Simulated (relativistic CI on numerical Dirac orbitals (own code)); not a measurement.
# Hyperfine structure of Cr⁶⁺, mass number 53

Computed by Dirac-Coulomb-Breit CI, separate exchange-only KLI orbitals for each configuration, model QED, unscaled Slater integrals (own radial code, finite nucleus).

Configurations in the expansion (outside the closed core [Ne]): 3s2 3p6, 3s2 3p5 3d, 3s 3p6 3d, 3s2 3p5 4s, 3s2 3p5 4p, 3s2 3p5 4d, 3s2 3p5 4f, 3s2 3p5 5s, 3s2 3p5 5p, 3s 3p6 4s, 3s2 3p5 5d, 3s 3p6 4p, 3p6 3d2, 3p5 3d3, 3p5 3d2 4s, 3p5 3d2 4p, 3p5 3d2 4d, 3p5 3d2 4f. Double excitations out of closed p, d and f shells are left out; levels of such configurations are missing from the list, as are those of other unlisted configurations, and high levels can miss mixing partners. These lack a partner that the ground configuration has and come out too high: 3s2 3p5 5s, 3s2 3p5 5p, 3s2 3p5 5d.

Nuclear spin I = 3/2, μ = -0.47431 μN, Q = -0.15 b (tables of Stone and Pyykkö). The electronic factors are computed for point nuclear moments, without core polarisation or the Bohr-Weisskopf and QED corrections.

```tsv
Level	E (eV)	A (MHz)	B (MHz)
3s2 3p5 3d 3P°_1	41.9094	67.8	-32.9
3s2 3p5 3d 3P°_2	42.3308	209.1	-6.68
3s2 3p5 3d 3F°_4	43.7829	-377	602
3s2 3p5 3d 3F°_3	44.1269	-628.5	554
3s2 3p5 3d 3F°_2	44.4933	-1070	509
3s2 3p5 3d 3D°_3	47.3736	-306	-456
3s2 3p5 3d 1D°_2	47.5102	-619.4	-699
3s2 3p5 3d 3D°_1	47.7665	-18.97	-254
```

Levels with J = 0, under 50 % of one LS term, or S terms without an open s electron are left out. Small factors come from cancelling terms and can be off by tens of per cent or more.

At this charge configurations can still be misplaced by up to about 7 % of their energy. 48 of the 56 excited levels that our extract of the measured tables holds in this range could be paired (the sources list more); they are missed by 10183 cm⁻¹ on average and 73810 at most, and levels without a partner can miss by more.

Question: Give the hyperfine levels of 3s2 3p5 3d 3F°_4 relative to its centre of gravity.

Answer: With K = F(F + 1) − I(I + 1) − J(J + 1), E = AK/2 + B[¾K(K + 1) − I(I + 1)J(J + 1)]/[2I(2I − 1)J(2J − 1)]: F = 5/2: 3123, F = 7/2: 1390, F = 9/2: -451.8, F = 11/2: -2111 MHz.

LS names give the leading component of a level, which can be under half, so a name can repeat, a term be missing and a line seem to break the LS rules.
